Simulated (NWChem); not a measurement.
PbO, singlet; SMILES [O]=[Pb]

```xyz
2

Pb     0.0000     0.0000    -0.1627
O      0.0000     0.0000     1.7410
```
Atoms are numbered in this order, from 1.

Program: NWChem. Low-valent species are run as closed-shell singlets; no triplet was tried in these runs. The geometry was optimised at PBE0-D3(BJ)/def2-TZVP. def2 effective core potentials on Pb; no spin-orbit coupling. Vertical excitations in the gas phase; the lowest state need not have the same character in each row.

```csv
level,"lowest excitation, singlet (eV)",oscillator strength of that lowest state,orbital gap (eV)
"PBE/def2-SVPD, full TDDFT",3.44,0.000,3.35
"B3LYP/def2-SVPD, full TDDFT",3.33,0.000,4.76
"PBE0/def2-SVPD, full TDDFT",3.40,0.000,5.21
"LDA (Slater exchange, VWN5)/def2-SVPD, full TDDFT",3.47,0.000,3.36
```
